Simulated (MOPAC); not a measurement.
Job for MOPAC: PM3 on GaH3O2 (SMILES [OH][GaH][OH]), a point of a torsion scan.

```
PM3 1SCF PRECISE CHARGE=0 THREADS=1
GaH3O2

O     -1.46762101 1    -0.35775258 1     0.05640529 1
Ga     0.08458342 1     0.28959344 1     0.00617954 1
O      1.38029127 1    -0.77511911 1     0.41470566 1
H     -2.30117842 1    -0.77192149 1    -0.12622244 1
H      0.16167714 1     1.75596182 1    -0.30977671 1
H      2.32051356 1    -0.63357245 1     0.48160355 1
```

Program output:

```
*******************************************************************************
 **                                                                           **
 **                              MOPAC v23.2.5                                **
 **                                                                           **
 *******************************************************************************
 ** MOPAC's Digital Object Identifier: https://doi.org/10.5281/zenodo.6511958 **
 **                                                                           **
 ** Please cite the open-source release paper for use of this MOPAC version:  **
 ** J. E. Moussa and J. J. P. Stewart (2026)                                  **
 ** MOPAC: An open-source semiempirical molecular orbital program             **
 ** J. Open Source Softw., 11(119), 8025, https://doi.org/10.21105/joss.08025 **
 *******************************************************************************

                              PM3 CALCULATION RESULTS

 *******************************************************************************
 *  PM3        - The PM3 Hamiltonian to be used
 *
 *
 *
 *                 CHARGE ON SYSTEM = 0
 *
 *
 *
 *  PRECISE    - TIGHTER CRITERIA TO BE USED
 *  1SCF       - DO 1 SCF AND THEN STOP
 *  THREADS=1  - MULTI-THREADING NOT USED
 *  T=         - A TIME OF 172800.0 SECONDS REQUESTED
 *  DUMP=N     - RESTART FILE WRITTEN EVERY 7200.0 SECONDS REQUESTED
 *******************************************************************************
PM3 1SCF PRECISE CHARGE=0 THREADS=1
 GaH3O2

   ATOM   CHEMICAL          X               Y               Z
  NUMBER   SYMBOL      (ANGSTROMS)     (ANGSTROMS)     (ANGSTROMS)

     1       O         -1.46762101  *  -0.35775258  *   0.05640529  *
     2      Ga          0.08458342  *   0.28959344  *   0.00617954  *
     3       O          1.38029127  *  -0.77511911  *   0.41470566  *
     4       H         -2.30117842  *  -0.77192149  *  -0.12622244  *
     5       H          0.16167714  *   1.75596182  *  -0.30977671  *
     6       H          2.32051356  *  -0.63357245  *   0.48160355  *



          CARTESIAN COORDINATES

    NO.       ATOM           X           Y           Z

     1         O         -1.4676     -0.3578      0.0564
     2        Ga          0.0846      0.2896      0.0062
     3         O          1.3803     -0.7751      0.4147
     4         H         -2.3012     -0.7719     -0.1262
     5         H          0.1617      1.7560     -0.3098
     6         H          2.3205     -0.6336      0.4816

  H: (PM3): J. J. P. STEWART, J. COMP. CHEM. 10, 209 (1989).
  O: (PM3): J. J. P. STEWART, J. COMP. CHEM. 10, 209 (1989).
 Ga: (PM3): J. J. P. STEWART, J. COMP. CHEM. 12, 320-341 (1991).

           Empirical Formula: H3 O2 Ga  =     6 atoms



      MOLECULAR POINT GROUP   :   C1


      RHF CALCULATION, NO. OF DOUBLY OCCUPIED LEVELS = 9


 -------------------------------------------------------------------------------
 PM3 1SCF PRECISE CHARGE=0 THREADS=1
 GaH3O2



     1SCF WAS SPECIFIED, SO BFGS WAS NOT USED
     SCF FIELD WAS ACHIEVED


                              PM3 CALCULATION
                                                       MOPAC v23.2.5 Linux




          FINAL HEAT OF FORMATION =        -35.36629 KCAL/MOL =    -147.97255 KJ/MOL


          COSMO AREA              =         88.26 SQUARE ANGSTROMS
          COSMO VOLUME            =         68.66 CUBIC ANGSTROMS

          IONIZATION POTENTIAL    =         10.484123 EV
          HOMO LUMO ENERGIES (EV) =        -10.484 -1.322
          NO. OF FILLED LEVELS    =          9
          MOLECULAR WEIGHT        =        104.7575         POINT GROUP:  C1

          MOLECULAR DIMENSIONS (Angstroms)

            Atom       Atom       Distance
            H     6    H     4     4.66354
            H     5    O     3     2.62882
            H     4    O     1     0.15345


          SCF CALCULATIONS        =          1





   ATOM   CHEMICAL          X               Y               Z
  NUMBER   SYMBOL      (ANGSTROMS)     (ANGSTROMS)     (ANGSTROMS)

     1       O         -1.46762101  *  -0.35775258  *   0.05640529  *
     2      Ga          0.08458342  *   0.28959344  *   0.00617954  *
     3       O          1.38029127  *  -0.77511911  *   0.41470566  *
     4       H         -2.30117842  *  -0.77192149  *  -0.12622244  *
     5       H          0.16167714  *   1.75596182  *  -0.30977671  *
     6       H          2.32051356  *  -0.63357245  *   0.48160355  *

                             CARTESIAN COORDINATES

   1    O       -1.467621010    -0.357752580     0.056405290
   2   Ga        0.084583420     0.289593440     0.006179540
   3    O        1.380291270    -0.775119110     0.414705660
   4    H       -2.301178420    -0.771921490    -0.126222440
   5    H        0.161677140     1.755961820    -0.309776710
   6    H        2.320513560    -0.633572450     0.481603550


           Empirical Formula: H3 O2 Ga  =     6 atoms



      MOLECULAR POINT GROUP   :   C1


                  EIGENVALUES
 -35.38165 -34.55102 -18.63383 -15.12712 -13.72589 -11.91819 -11.57911 -11.00648
 -10.48412  -1.32238  -1.16413  -0.94396   0.26230   5.73905   5.99598


              NET ATOMIC CHARGES AND DIPOLE CONTRIBUTIONS

  ATOM NO.   TYPE          CHARGE      No. of ELECS.   s-Pop       p-Pop
    1          O          -0.771873        6.7719     1.77067     5.00120
    2         Ga           1.100357        1.8996     1.05135     0.84829
    3          O          -0.731340        6.7313     1.78607     4.94527
    4          H           0.238737        0.7613     0.76126
    5          H          -0.055507        1.0555     1.05551
    6          H           0.219625        0.7804     0.78037
 DIPOLE           X         Y         Z       TOTAL
 POINT-CHG.     0.806     3.558    -1.187     3.836
 HYBRID        -0.202    -1.244     0.200     1.276
 SUM            0.604     2.314    -0.987     2.587


          ATOMIC ORBITAL ELECTRON POPULATIONS

     Atom    s        px        py        pz
    1  O   1.77067   1.38252   1.79336   1.82532
    2 Ga   1.05135   0.12608   0.41759   0.30462
    3  O   1.78607   1.26169   1.83910   1.84448
    4  H   0.76126
    5  H   1.05551
    6  H   0.78037

 **********************
 *                    *
 * JOB ENDED NORMALLY *
 *                    *
 **********************




 == MOPAC DONE ==
```

The run finished.

Cost: about 0.020 core-seconds (a rough figure).
